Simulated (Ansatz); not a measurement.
Wavefunction ladder for `C[OH+][Al-]([CH3])([Cl])[Cl]`

Z-matrix (Å, degrees):
```
C
O 1 1.438
H 1 1.087 2 106.6
H 1 1.089 2 110.4 3 -118.8
H 1 1.089 2 109.0 3 118.4
Al 2 1.947 1 124.4 3 50.4
H 2 0.966 1 111.9 3 -176.6
Cl 6 2.140 2 92.9 1 150.4
C 6 1.937 2 107.0 1 -87.4
Cl 6 2.133 2 100.5 1 35.7
H 9 1.094 6 111.8 2 61.8
H 9 1.093 6 111.7 2 -59.5
H 9 1.094 6 110.7 2 -179.2
```

The species carries charge 0 and has multiplicity 1. All single points use the PBE0-D4/def2-TZVP geometry. It is one conformer, not always the lowest. Frozen core, restricted reference, the Gaussian-basis code of Ansatz. CBS rows extrapolate triple and quadruple zeta; past MP2 they add the triple-zeta difference.

```csv
basis,HF (Eh),MP2 corr.
def2-SVP,-1315.30349,-0.80793
def2-TZVPP,-1315.88078,-1.05974
def2-QZVPP,-1315.92096,-1.14905
```

(1) Estimate the CCSD correlation energy and the (T) correction in each basis where they were run (hartree).

Answers

(1) 
| basis | CCSD corr. | (T) |
| --- | --- | --- |
| def2-SVP | -0.87468 | -0.01946 |
| def2-TZVPP | -1.12594 | -0.04287 |
| CBS(def2) | -1.28141 | as TZ |
